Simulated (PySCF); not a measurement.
A calculated (LDA, PySCF 2.14, dyall-av3z, scalar relativity by spin-free X2C-1e) atom or ion has these occupied shells.

| shell | electrons | orbital energy (eV) | rms radius, mean of both spins (bohr) |
| --- | --- | --- | --- |
| 1s | 2 | -305.94 | 0.316 |
| 2s | 2 | -40.172 | 1.48 |

Problem. Name the element and its charge.

Solution. C²⁺ (carbon, charge +2), in [He] 2s2, closed-shell 1S.
